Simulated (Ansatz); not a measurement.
Job for Ansatz (a quantum-chemistry and plane-wave program): U-B3LYP/def2-TZVPP on Nb, 2S+1 = 4, a spin state set in the input, which need not be the lowest. Elements past Kr take the def2 small-core potentials; no spin–orbit coupling.

Ansatz 0.2 input:
```yaml
crystal:
  periodic: [false, false, false]
  atoms:
    - {symbol: Nb, position_ang: [0.00000000, 0.00000000, 0.00000000]}
basis:
  gaussian:
    orbitals: def2-TZVPP
hamiltonian:
  xc: {name: B3LYP}
magnetization: {spin_polarized: true, initial_magnetization: 3}
scf: {lower_state_search: full}
```

Output:

```
Functional definition: B3LYP
[...]
integrals: 0.01 GiB planned
362 factors; their error is unknown
mean field: 0.14 GiB planned
mean field evaluation 1: about -1546.1007 eV, gradient 6.6e0 eV
mean field evaluation 2: about -1546.3181 eV, gradient 3.8e0 eV
mean field evaluation 4: about -1546.4206 eV, gradient 5.3e-1 eV
mean field evaluation 8: about -1546.4665 eV, gradient 9.1e-2 eV
mean field evaluation 16: about -1546.4871 eV, gradient 6.4e-3 eV
mean field evaluation 32: about -1546.4792 eV, gradient 7.8e-1 eV
mean field evaluation 64: about -1546.4871 eV, gradient 4.4e-3 eV
mean field evaluation 96: about -1545.3196 eV, gradient 6.7e0 eV
mean field evaluation 128: about -1546.4871 eV, gradient 6.7e-4 eV
mean field evaluation 160: about -1546.4495 eV, gradient 5.9e-1 eV
mean field evaluation 192: about -1546.4871 eV, gradient 2.1e-5 eV
mean field evaluation 224: about -1545.8590 eV, gradient 1.8e0 eV
mean field evaluation 256: about -1546.4877 eV, gradient 3.2e-4 eV
mean field evaluation 288: about -1546.1225 eV, gradient 5.1e0 eV
mean field -1546.48767969 eV, -56.8323739817 hartree, gradient 1.7e-6 eV, S^2 3.913440; 19 other end points of the search recorded, 0 dependent functions left out
reference -1546.48782077 eV, -56.8323791662 hartree; 8, 5 occupied and 48, 51 virtual orbitals, 362 factors
Total energy: -1546.48782077 eV, -56.8323791662 hartree
```

The run converged. Its determinant has ⟨S²⟩ = 3.91, a mixture of spin states.

Cost: roughly 24 core-seconds.
